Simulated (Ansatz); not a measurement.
System: YBr (charge 0, singlet). 
Geometry from a B3LYP-D3(BJ)/def2-TZVP (Ansatz, a first-principles code) optimisation:
SMILES: [Br][Y]
```xyz
2

Y      0.0000     0.0000    -1.2121
Br     0.0000     0.0000     1.3506
```
Charge 0, spin multiplicity 1.

Quantity: vertical electron affinity (to the doublet state of charge -1; a negative value means that the extra electron is unbound and the number depends on the basis; each state is the SCF solution reached for its spin; the UHF <S^2> is 1.34 for the doublet (pure: 0.75); for the doublet the Hartree-Fock reference is unstable and T1 is 0.076; for the singlet the Hartree-Fock reference is unstable and T1 is 0.014), in eV. Correlated levels leave the core frozen unless marked. Open shells are spin-unrestricted. Spin-orbit coupling is left out. Frozen are the shells of the preceding noble gas and the d and f shells that filled before the atom's block. In def2 rows, elements after Kr have scalar-relativistic effective core potentials. Anions need diffuse functions: def2-D sets add few. 

| level | program | vertical electron affinity (eV) |
|---|---|---|
| SVWN5/def2-TZVPD | Ansatz | 0.61 |
| PBE/def2-TZVPD | Ansatz | 0.63 |
| r2SCAN/def2-TZVPD | Ansatz | 0.87 |
| B3LYP/def2-TZVPD | Ansatz | 0.59 |
| BHLYP/def2-TZVPD | Ansatz | 0.47 |
| CAM-B3LYP/def2-TZVPD | Ansatz | 0.51 |
| wB97X-V/def2-TZVPD | Ansatz | 0.43 |
| wB97X/def2-TZVPD | Ansatz | 0.41 |
| CCSD/def2-SVPD | Ansatz | 0.35 |
| CCSD/def2-TZVPPD | Ansatz | 0.40 |
| CCSD/def2-QZVPPD | Ansatz | 0.43 |
| CCSD(T)/def2-SVPD | Ansatz | 0.38 |
| CCSD(T)/def2-TZVPPD | Ansatz | 0.44 |
| CCSD(T)/def2-QZVPPD | Ansatz | 0.48 |
